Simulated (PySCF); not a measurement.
# Peak assignment

Geometry (Å), atoms numbered from 1 in this order:
```xyz
23

C    -2.2459   -1.0298   -0.4434
C    -1.2909   -0.1704    0.3620
C    -1.9633    0.5570    1.5041
O    -0.7059    0.8411   -0.4751
C     0.3439    0.4452   -1.2436
O     1.5580    0.3238   -0.4836
C     2.0271    1.5407    0.0889
Al    2.2847   -1.4043    0.1812
H    -3.0535   -0.4130   -0.8665
H    -2.6946   -1.8037    0.1966
H    -1.7315   -1.5478   -1.2672
H    -0.4804   -0.8013    0.7709
H    -1.2314    1.1484    2.0727
H    -2.4365   -0.1590    2.1911
H    -2.7382    1.2387    1.1203
H     0.2201   -0.5493   -1.7017
H     0.5100    1.2145   -2.0132
H     1.2272    2.0072    0.6798
H     2.8786    1.2931    0.7343
H     2.3565    2.2216   -0.7113
H     3.8479   -1.1972   -0.1110
H     1.4311   -2.3729   -0.7760
H     1.8284   -1.3304    1.7228
```

[PySCF: shielding tensors at CAM-B3LYP/pcSseg-1 (GIAO); structure optimised with PBE0-D3(BJ)/def2-SVP; gas phase; one computed conformer; no relativistic terms; one averaged value for each set of equivalent atoms]

δ = σ(ref) − σ, references computed at the same level: TMS for 13C (182.45 ppm), 1H (31.33 ppm).

Question: Assign these signals to the numbered atoms. 13C{1H} NMR (computed): δ 96.8 (CH2), 70.3 (CH), 55.1 (CH3), 22.3 (CH3).

Answer: 
| δ (ppm) | atoms | environment | reason |
| --- | --- | --- | --- |
| 96.8 | C5 | sp3 CH2 bonded to 2 O | 2 electronegative neighbours deshield it |
| 70.3 | C2 | sp3 CH bonded to O | deshielded by the electronegative neighbour |
| 55.1 | C7 | methyl carbon bonded to O | the inductive effect lowers its shielding |
| 22.3 | C1/C3 | methyl carbon | a saturated carbon with 1 carbon neighbour and no heteroatom attached |

Question: Assign these signals to the numbered atoms. 1H NMR (400 MHz, computed): δ 4.87 (s, 2H), 4.11 (br, 3H), 4.02 (sept, 1H), 3.64 (s, 3H), 1.20 (d, 6H).

Answer: 
4.87 → H16/H17, hydrogen on an sp3 CH2 bonded to 2 O: its carbon carries O, hence the downfield position
4.11 → H21/H22/H23, hydrogen on an aluminium bonded to O
4.02 → H12, hydrogen on an sp3 CH bonded to O: its carbon carries O, hence the downfield position
3.64 → H18/H19/H20, hydrogen on a methyl carbon bonded to O: its carbon carries O, an electronegative neighbour
1.20 → H9/H10/H11/H13/H14/H15, hydrogen on a methyl carbon

H21/H22/H23 and H12 lie closer than the usual error of such a calculation, so a measured spectrum could show them in the other order.

Hydrides on Al or Ga are broadened by the quadrupolar metal nucleus. Shifts are as computed, not scaled to solution data. Of 1211 compounds with measured shifts, 218 miss one by over three times the rms of a fit or turn the order of signals round; such compounds aren't used in these exercises. Multiplicities follow the n + 1 count of equivalent neighbours, as no J values were calculated; m marks all less simple cases, F and P coupling included.
